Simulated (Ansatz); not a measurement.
**Pulling the pair apart**

The pair of H2O (SMILES O, atoms 1–3) and H2 (SMILES [H][H], atoms 4–5), both closed shells, in one local arrangement (a lower one may exist), relaxed at PBE0-D4/def2-TZVP:

```
5
angstrom
O 0.2992 0.1910 -1.0515
H -0.5036 0.6532 -1.3030
H 0.1752 -0.7105 -1.3567
H -0.0602 -0.1186 2.2187
H 0.0895 -0.0150 1.4926
```

H2 is shifted rigidly along the line between the mean atom positions of the two fragments (negative: closer). Counterpoise interaction energies in kJ/mol. Computed with Ansatz 0.2.0 (basis: def2-TZVPPD); correlated methods freeze the cores.

```tsv
shift (Å)	HF	PBE-D4	PBE0-D4
-0.26	3.3	-1.9	-1.4
-0.13	1.4	-2.8	-2.4
0.00	0.2	-3.2	-2.8
0.13	-0.5	-3.3	-2.9
0.31	-1.0	-3.1	-2.8
0.64	-1.1	-2.4	-2.1
1.28	-0.7	-1.2	-1.1
2.56	-0.2	-0.3	-0.3
```

**Question.** What does CCSD(T) give at these shifts? (Judge from chemistry; the value comes from the calculation.)

**Answer.** The calculation gives: 0.4, -1.0, -1.7, -2.0, -2.1, -1.7, -0.9, -0.3 kJ/mol. For zero shift, CCSD(T) at an estimated basis limit (MP2 extrapolated from triple and quadruple zeta, plus CCSD(T) − MP2 in triple zeta) gives -2.1 kJ/mol. These are counterpoise interaction energies, counted from the two frozen fragments.

T1 diagnostic: at most 0.010.

For scale, one of the runs: CCSD(T)/def2-TZVPPD, 108 basis functions, launched by `ansatz run in.yaml --threads 2 --pin off --events-out ev --progress --plain --max-ram 5222MiB`. The run took about 0.9 s on 2 CPU threads of an AMD EPYC 9R45 (shared host).
